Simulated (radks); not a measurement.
All-electron atom: Yb IV in [Xe] 4f13. Method: Dirac Kohn-Sham, SOGGA, spin-unpolarised, spherical densities, point nucleus; open shells fill j = l - 1/2 first; computed with a radial shooting solver on a logarithmic mesh with Libxc functionals.

Unscreened Slater integrals over Kohn-Sham orbitals (hartree). Large and small components are both included.

| integral | value |
|---|---|
| F0(4f7/2,4f7/2) | 1.2661 |
| F2(4f7/2,4f7/2) | 0.59280 |
| F4(4f7/2,4f7/2) | 0.37017 |
| F6(4f7/2,4f7/2) | 0.26582 |
| F0(4f7/2,4f5/2) | 1.2772 |
| F2(4f7/2,4f5/2) | 0.59855 |
| F4(4f7/2,4f5/2) | 0.37388 |
| G2(4f7/2,4f5/2) | 0.59675 |
| G4(4f7/2,4f5/2) | 0.37281 |
| G6(4f7/2,4f5/2) | 0.26777 |
| F0(4f7/2,5p3/2) | 0.76640 |
| F2(4f7/2,5p3/2) | 0.25298 |
| G2(4f7/2,5p3/2) | 0.12822 |
| G4(4f7/2,5p3/2) | 0.099109 |
| F0(4f7/2,5p1/2) | 0.81373 |
| G4(4f7/2,5p1/2) | 0.11730 |
| F0(4f5/2,4f5/2) | 1.2885 |
| F2(4f5/2,4f5/2) | 0.60453 |
| F4(4f5/2,4f5/2) | 0.37775 |
| F0(4f5/2,5p3/2) | 0.76892 |
| F2(4f5/2,5p3/2) | 0.25039 |
| G2(4f5/2,5p3/2) | 0.12424 |
| G4(4f5/2,5p3/2) | 0.096507 |
| F0(4f5/2,5p1/2) | 0.81671 |
| G2(4f5/2,5p1/2) | 0.14970 |
| F0(5p3/2,5p3/2) | 0.63411 |
| F2(5p3/2,5p3/2) | 0.34194 |
| F0(5p3/2,5p1/2) | 0.65634 |
| G2(5p3/2,5p1/2) | 0.34847 |
| F0(5p1/2,5p1/2) | 0.68195 |
